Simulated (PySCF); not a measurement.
Species: C₄AlN₄ (charge -1).
Cartesian coordinates in Å at the GFN2-xTB level; atoms count from 1:
```xyz
9
C4AlN4 angstrom
N      0.2793    2.8502   -1.3337
C      0.1760    1.8079   -0.8461
Al     0.0004    0.0020   -0.0035
C     -0.9952   -1.2179   -1.2376
N     -1.5697   -1.9235   -1.9494
C      1.8210   -0.7478    0.3493
N      2.8729   -1.1799    0.5530
C     -0.9972    0.1621    1.7229
N     -1.5739    0.2528    2.7199
```

Vertical excitations from PySCF (density fitting, frozen core in the response, grid level 2 and gas phase unless stated; continuum runs use non-equilibrium linear response for the excitations) on a GFN2-xTB geometry. Reference run:

```json
{"settings": "wB97X-D/def2-SVPD, full TDDFT, 8 singlets", "S1, eV (f)": "7.14 (0.000)", "S2, eV (f)": "7.21 (0.000)", "S3, eV (f)": "7.21 (0.000)", "S4, eV (f)": "7.21 (0.000)", "S5, eV (f)": "7.46 (0.000)", "S6, eV (f)": "7.46 (0.000)", "T1, eV (Tamm–Dancoff)": "6.05", "mean α (au)": "85.0"}
```

Question: What do these settings give: KT3/aug-cc-pVDZ, grid level 3, TDA, 6 singlets?

Answer: 
| settings | S1, eV (f) | S2, eV (f) | S3, eV (f) | S4, eV (f) | S5, eV (f) | S6, eV (f) | T1, eV (Tamm–Dancoff) | mean α (au) |
| --- | --- | --- | --- | --- | --- | --- | --- | --- |
| KT3/aug-cc-pVDZ, grid level 3, TDA, 6 singlets | 6.57 (0.000) | 6.57 (0.000) | 6.57 (0.000) | 6.60 (0.000) | 6.62 (0.000) | 6.62 (0.000) | 5.71 | 91.8 |

S1 moves by -0.57 eV; functional, basis and response scheme change together, so the shift can't be laid on one. States are counted by energy in each run and needn't keep their character from row to row.

KT3 was designed for NMR shieldings or shifts; total energies of different functionals aren't comparable.

Question: Which orbital pairs make up S1 in each run, and how does it sit against the orbital gap?

Answer: 
```json
{"settings": "wB97X-D/def2-SVPD, full TDDFT, 8 singlets", "S1 configurations (weight)": "H−2→L 0.20, H→L+1 0.16, H−1→L+2 0.14", "S1 (eV)": "7.14", "orbital gap (eV)": "12.61", "S1 − gap (eV)": "-5.47"}
{"settings": "KT3/aug-cc-pVDZ, grid level 3, TDA, 6 singlets", "S1 configurations (weight)": "H−1→L 0.43, H→L+1 0.36, H→L+2 0.12", "S1 (eV)": "6.57", "orbital gap (eV)": "6.52", "S1 − gap (eV)": "+0.05"}
```

Where S1 or the frontier orbitals are degenerate, the weights hang on an arbitrary mixing within the set.


Note: wB97X-D ran without an empirical dispersion term, which enters the total energy and its gradient alone.
